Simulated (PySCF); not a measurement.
## What builds the third ionisation energy along group 10

Calculated with PySCF 2.14 from differences of total energies of unrestricted determinants, without spin-orbit coupling. Each column adds one step, in eV (sums use unrounded values): valence MP2, valence CCSD, valence triples, then the next inner shell at CCSD(T) (Ni 3s 3p, Pd 4s 4p, Pt 5s 5p). References (NIST) marked * lie between the lowest fine-structure levels; the others compare directly ((s) semi-empirical, (t) theoretical).

```
                                                       element     UHF  + MP2  + CCSD  + (T)  + inner shell     sum         reference
          Ni [Ar] 3d8 → [Ar] 3d7 (ANO-RCC-VTZP, spin-free X2C)  32.612  2.268  -0.304  0.084          0.189  34.849  35.187 ± 0.019 *
          Pd [Kr] 4d8 → [Kr] 4d7 (ANO-RCC-VTZP, spin-free X2C)  31.222  1.613  -0.158  0.064         -0.043  32.698       32.93 (s) *
Pt [Xe] 4f14 5d8 → [Xe] 4f14 5d7 (ANO-RCC-VTZP, spin-free X2C)  29.166  1.482  -0.109  0.071          0.024  30.634    29 ± 1.6 (t) *
```

What remains against the references is mostly basis incompleteness and, for starred values, spin-orbit coupling.

These are valence bases, so the inner-shell step is incomplete.
